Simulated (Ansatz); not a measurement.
Reaction (isomerisation): `O[CH2][AlH][Cl]` → `C[O][AlH][Cl]`

Calculated with Ansatz (gas phase, PBE0-D4/def2-TZVP geometries, no zero-point term in ΔE). CCSD(T)/CBS adds triple-zeta CCSD(T) − MP2 to the extrapolated MP2 energy (def2 sets, frozen cores). Functionals use def2-TZVPP. HSE06 is defined as in plane-wave codes. Each species was taken in one conformer, which may not be the lowest.

| level | ΔE (eV) |
| --- | --- |
| BLYP-D4 | -1.65 |
| revPBE | -1.53 |
| HSE06 | -1.58 |
| HF/def2-SVP | -1.89 |

**Question.** What does CCSD(T)/CBS give? (An estimate is asked.)

**Answer.** The calculation gave: -1.68 eV. The listed levels differ from it by 0.03, 0.15, 0.10, -0.21 eV.

Largest T1 diagnostic among the species: 0.011.

In def2-TZVPP, CCSD(T) changes the Hartree–Fock value by +0.17 eV (the triples alone add +0.02 eV) and MP2 by +0.13 eV. From PBE to PBE0 (25 % exact exchange), in def2-TZVPP and without D4, ΔE moves by −0.05 eV. At CCSD(T), def2-SVP lies −0.13 eV from the extrapolated value and def2-TZVPP −0.03 eV.
